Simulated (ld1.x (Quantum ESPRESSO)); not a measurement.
# antimony: one change to a TM potential, before and after

```json
{"Element": "Sb (Z = 51)", "Generator": "ld1.x (Quantum ESPRESSO) 7.5", "Type": "norm-conserving Troullier–Martins (Kleinman–Bylander form)", "Functional": "LDA (PZ)", "Relativity": "fully relativistic", "Frozen core": "[Kr]", "Valence charge": "15", "Reference configuration": "4d10 5s2 5p3", "Partial waves": "5p (bound): rc 1.90 bohr; 4d (bound): rc 1.55 bohr; 5s (bound): rc 1.80 bohr", "Local potential": "the s channel", "Core correction": "Bessel-smoothed model core, default radius (core density twice the valence density)"}
```

Open shells are filled in proportion to 2j + 1 (rel_dist='average').

All-electron outer shells of the reference configuration (LDA (PZ), scalar-relativistic, ld1.x):

| shell | level (eV) | outermost node (bohr) | outermost maximum (bohr) |
| --- | --- | --- | --- |
| 4s | -148.49 | 0.39 | 0.73 |
| 4p | -101.60 | 0.39 | 0.76 |
| 4d | -33.55 | 0.38 | 0.84 |
| 5s | -13.09 | 0.95 | 1.88 |
| 5p | -5.00 | 1.04 | 2.32 |

Change: wave 5p (bound): rc 1.90 bohr becomes 5p (bound): rc 1.76 bohr.

Cutoffs: the cutoffs (Ry, on a coarse ladder) from which the occupation-weighted sum of valence levels, in a spherical-Bessel basis at the reference potential, stays within 10 and 1 mRy of its value at 400 Ry; they do not see the model core or the augmentation charge, which bear on the density cutoff. Errors are all-electron minus pseudo energies relative to the spin-unpolarised reference configuration.

**Question.** What does the change do?

**Answer.** The potential gets neither clearly harder nor softer (90 Ry and 140 Ry → 90 Ry and 140 Ry); the d channel sets the loose cutoff, while the largest relative change is in p, which becomes harder; of the 7 tests that both files solve, the error grows in 2 and shrinks in 2 by more than 15 % and 0.3 meV (median size 3.7 → 3.8 meV); neither file shows a bound ghost.

| quantity | base | changed |
| --- | --- | --- |
| cutoff, loose | 90 Ry | 90 Ry |
| cutoff, tight | 140 Ry | 140 Ry |
| loose cutoff by channel (10 mRy a level) | p 10 Ry, d 80 Ry, s 18 Ry | p 30 Ry, d 80 Ry, s 18 Ry |
| bound ghosts | none | none |
| error for 4d10 5s2 5p2, meV [ΔE 8.54 eV] | +1.3 | +1.4 |
| error for 4d10 5s2 5p1, meV [ΔE 24.81 eV] | +4.7 | +5.4 |
| error for 4d10 5s2 5p0, meV [ΔE 49.62 eV] | +4.9 | +5.9 |
| error for 4d9 5s2 5p3, meV [ΔE 40.77 eV] | -322 | -292 |
| error for 4d10 5s0 5p5, meV [ΔE 16.59 eV] | -3.7 | -1.3 |
| error for 4d10 5s1 5p4, meV [ΔE 8.18 eV] | -1.1 | -0.5 |
| error for 4d10 5s1 5p0, meV [ΔE 94.44 eV] | -1.7 | -3.8 |
